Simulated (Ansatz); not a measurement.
`C[Se][SiH2]Cl` + CH₄ → `C[SiH2][Se]C` + HCl  (formal exchange of groups at the Si–Cl bond)

Computed with Ansatz on PBE0-D4/def2-TZVP structures; ΔE is electronic, products minus reactants. CBS: MP2 limit from def2 TZ/QZ plus the TZ coupled-cluster correction, frozen cores. This one scheme is used for every species. DFT in def2-TZVPP. B3LYP here is the variant with VWN-RPA as its local correlation; programs differ in this. HSE06 is defined as in plane-wave codes. For Se outer-core shells are correlated without core-valence functions, which leaves a few kJ/mol of doubt a bond. Scalar relativity is left out up to krypton. Each species was taken in one conformer, which may not be the lowest.

Task: Is it downhill or uphill in electronic energy at CCSD(T)/CBS, and by how much? (An estimate is asked.)

Result: The calculation gave: Uphill: ΔE = +103.3 kJ/mol.

Task: What do these levels give: LDA (SPW92), PBE0-D4, BHLYP-D4, PBE-QIDH, B3LYP, HSE06, HF/def2-SVP, CCSD/def2-SVP, CCSD(T)/def2-SVP, HF/def2-TZVPP, MP2/def2-TZVPP, HF/CBS(def2)? (An estimate is asked.)

Result: Computed: LDA (SPW92) 97.7, PBE0-D4 103.0, BHLYP-D4 108.6, PBE-QIDH 104.3, B3LYP 106.9, HSE06 103.7, HF/def2-SVP 109.9, CCSD/def2-SVP 100.0, CCSD(T)/def2-SVP 99.5, HF/def2-TZVPP 111.0, MP2/def2-TZVPP 104.4, HF/CBS(def2) 111.0 kJ/mol.

Task: What do rigid-rotor, harmonic-oscillator terms from PBE0-D4/def2-TZVP frequencies (298.15 K, 1 bar) make of the CCSD(T)/CBS value? (Estimate.)

Result: Ansatz gave: ΔZPE = -8.3 kJ/mol, ΔH = +95.7 kJ/mol, ΔS = 6 J/(mol·K), ΔG = +93.8 kJ/mol.

Largest T1 diagnostic among the species: 0.009.

Leaving LDA and LC-ωPBE aside and taking each functional with its dispersion term where it has one, the values, not all of them listed here, spread over 6.8 kJ/mol, from revPBE-D4 to BHLYP-D4. LDA lies −5.5 kJ/mol from PBE without D4. At CCSD(T), def2-SVP lies −3.8 kJ/mol from the extrapolated value and def2-TZVPP −4.2 kJ/mol.
